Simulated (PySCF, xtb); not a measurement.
SnH2F2, SMILES [F][SnH2][F].

xtb with GFN2-xTB at its own geometry gives an orbital gap of 5.38 eV and a dipole moment of 4.56 D.

Geometry optimised at B3LYP-D3(BJ)/def2-TZVP. The def2 effective core potentials stand for the cores of Sn; spin–orbit coupling is left out.

**Question.** What does r2SCAN/def2-TZVPD run with PySCF give? (The exact figures need the calculation; the answer reports its results.)

**Answer.** gap 6.99 eV (levels -8.77 and -1.77 eV), dipole 3.44 D.
